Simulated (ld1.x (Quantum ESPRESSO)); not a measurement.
**Configuration tests for Se (Z = 34) (PAW)**

ld1.x (Quantum ESPRESSO) 7.5 input, shortened:

```
&input
   title='Se', zed=34., rel=2, dft='BLYP', iswitch=3,
   config='[Ar] 3d10 4s2 4p4 4d-2', rel_dist='average'
 /
 &inputp
   pseudotype=3, lpaw=.true., tm=.true., lloc=-2, rcloc=1.75,
   nlcc=.true., new_core_ps=.true., rcore=1.30,
   which_augfun='PSQ', rmatch_augfun_nc=.true.
 /
5
4S  1  0   2.00   0.00  1.30  1.50  0.0
4S  1  0   0.00  -0.65  1.30  1.50  0.0
4P  2  1   4.00   0.00  1.65  1.85  0.0
4P  2  1   0.00   2.50  1.65  1.85  0.0
4D  3  2  -2.00   0.35  1.30  1.75  0.0
 &test
   configts(1)='4s2 4p4'
 /
```

Open shells are filled in proportion to 2j + 1 (rel_dist='average').

Energies are relative to the spin-unpolarised reference configuration 4s2 4p4; without spin polarisation the order of configurations can differ from experiment.

Question: Give the all-electron excitation energy and the error of the potential for: 4s2 4p3; 4s2 4p2; 4s2 4p1; 4s1 4p4; 4s0 4p6; 4s2 4p4.3; 4s1 4p5.

Answer:

| valence configuration | charge | ΔE all-electron (eV) | error AE − PS (meV) |
| --- | --- | --- | --- |
| 4s2 4p3 | +1 | 10.709 | -2.9 |
| 4s2 4p2 | +2 | 30.950 | -24 |
| 4s2 4p1 | +3 | 61.781 | -96 |
| 4s1 4p4 | +1 | 22.284 | -15 |
| 4s0 4p6 | 0 | 22.082 | -18 |
| 4s2 4p4.3 | -0.3 | -1.552 | 0.0 |
| 4s1 4p5 | 0 | 10.932 | -4.5 |

Levels in the configuration 4s2 4p3:

| level | all-electron (eV) | pseudo (eV) |
| --- | --- | --- |
| 4s j=1/2 | -26.756 | -26.771 |
| 4p j=1/2 | -15.575 | -15.584 |
| 4p j=3/2 | -15.127 | -15.136 |

The ghost test of this file was not conclusive.
